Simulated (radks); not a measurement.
Values are calculated unless marked as measured or tabulated.
Effect of the nuclear size on the rhodium ion Rh23+, [Ar] 3d4. Code: a radial shooting solver on a logarithmic mesh with Libxc functionals. Model: Dirac Kohn-Sham, exchange-only LDA, spin-unpolarised, spherical densities, finite nucleus; open shells are shared between the two j in proportion to 2j + 1; Fermi nuclear charge, rms radius 4.4945 fm. The rms radius is varied about that value; shifts are against it.

| rms radius (fm) | total energy shift (eV) | density at nucleus (e/bohr^3) | 1s1/2 shift (meV) | 2s1/2 shift (meV) | 3s1/2 shift (meV) | 3p1/2 shift (meV) | 3d5/2 shift (meV) | 4s1/2 (empty) shift (meV) | 4p1/2 (empty) shift (meV) |
|---|---|---|---|---|---|---|---|---|---|
| 3.7259 | -0.688 | 1.234e+05 | -290 | -32.1 | -6.83 | 0.374 | 0.410 | -2.23 | 0.107 |
| 4.3462 | -0.142 | 1.21e+05 | -59.7 | -6.61 | -1.41 | 0.077 | 0.084 | -0.460 | 0.022 |
| 4.4945 | 0 | 1.205e+05 | 0.000 | 0.000 | 0.000 | 0.000 | 0.000 | 0.000 | 0.000 |
| 4.8541 | 0.360 | 1.194e+05 | 152 | 16.8 | 3.58 | -0.196 | -0.215 | 1.17 | -0.056 |
| 5.5642 | 1.14 | 1.174e+05 | 482 | 53.4 | 11.3 | -0.622 | -0.681 | 3.71 | -0.178 |

Slopes of the eigenvalues against <r^2> in GHz/fm^2, as finite differences over the two radii next to the reference (eigenvalue slopes, not the field-shift constants of lines): 1s1/2 10900, 2s1/2 1210, 3s1/2 258, 3p1/2 -14.1, 3d5/2 -15.5, 4s1/2 (empty) 84.3, 4p1/2 (empty) -4.04.
